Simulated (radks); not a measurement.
Spherical quantum dot in the effective-mass picture: electrons in a parabolic well V = omega^2 r^2 / 2 with omega = 0.594, with a point charge +1 (a donor) at the centre, all in effective atomic units (hartree* = m*/eps^2 hartree, bohr* = eps/m* bohr), one dielectric constant everywhere. Calculated with a radial shooting solver with Libxc functionals: non-relativistic Kohn-Sham, LDA (Slater exchange, Perdew-Wang correlation), spin-polarised, spherical densities. Levels are named by radial order and angular momentum (1s, 1p, 1d, 2s, ...), and open shells are averaged over m.

N = 3, configuration 1s2 1p(up 1, down 0). This is the lowest configuration that the search found. Occupied and some empty levels:

| level | occupation | eigenvalue (hartree*) | <r> (bohr*) |
|---|---|---|---|
| 1s up | 1 | 1.3191 | 1.270 |
| 1s down | 1 | 1.3600 | 1.252 |
| 1p up | 1 | 2.0484 | 1.980 |
| 1p down | 0 | 2.1044 | 1.985 |
| 2s up | 0 | 2.4371 | 2.129 |
| 2s down | 0 | 2.4755 | 2.151 |
| 1d up | 0 | 2.6238 | 2.394 |
| 1d down | 0 | 2.6762 | 2.411 |
| 1f up | 0 | 3.1929 | 2.727 |
| 1f down | 0 | 3.2372 | 2.748 |

Energy (hartree*): total 2.32736, kinetic 1.9811, external -1.3291, Hartree 2.7229, exchange-correlation -1.0476.

Electron density:

| r (bohr*) | n(r) (e/bohr*^3) |
|---|---|
| 0.0665 | 0.6463 |
| 0.317 | 0.3966 |
| 0.568 | 0.2499 |
| 0.818 | 0.1621 |
| 1.07 | 0.1077 |
| 1.32 | 0.07225 |
| 1.57 | 0.04829 |
| 1.82 | 0.03146 |
| 2.07 | 0.01969 |
| 2.32 | 0.01170 |
| 2.57 | 0.006508 |
| 2.82 | 0.003377 |
| 3.07 | 0.001632 |
| 3.33 | 0.0007290 |
